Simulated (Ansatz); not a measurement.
Cr2N2⁻. The state is a doublet with charge -1. Geometry r2SCAN-D4/def2-SVP, that of the neutral singlet; atoms count from 1.

```tsv
atom	x (Å)	y (Å)	z (Å)
Cr1	0.0697	0.0154	1.1854
Cr2	-0.0645	-1.1851	-0.0395
N3	-0.6320	0.6177	-0.5365
N4	0.6268	0.5521	-0.6093
```

The charge -1 doublet is spin-contaminated (final ⟨S²⟩ up to 3.77, 0.75 for a pure state). The highest occupied level of the charge -1 doublet lies above zero (up to 0.14 eV). It is a level of β spin, whose loss leaves a triplet; that state wasn't run at this geometry and level. The electron is either unbound and held by the finite basis, or the level is raised by self-interaction error. The structure comes from a short search, and lower isomers may exist.

Question: Estimate the Mulliken populations from the PBE0/def2-TZVPD orbitals of Ansatz.

Answer: 
```
atom  charge (e)  spin (α − β)  d electrons
 Cr1       -0.05         -3.94         4.83
 Cr2       -0.06          4.15         4.76
  N3       -0.45          0.39            –
  N4       -0.45          0.39            –
```
Mulliken values and Mayer orders depend strongly on the basis. With diffuse functions, as here, like atoms can get unlike values, and bond orders can come out too low or too high.

Question: Where does the spin sit?

Answer: Summed by element: Cr 0.21, N 0.79, of 1 unpaired in all. Largest on single atoms: Cr2 4.15, Cr1 -3.94, N4 0.39.

Question: And the Mayer bond orders between bonded heavy atoms (over 0.3)?

Answer: Cr1–Cr2 2.45 (1.72 Å); Cr1–N3 0.59 (1.95 Å); Cr1–N4 0.59 (1.95 Å); Cr2–N3 0.47 (1.95 Å); Cr2–N4 0.47 (1.95 Å); N3–N4 0.84 (1.26 Å).
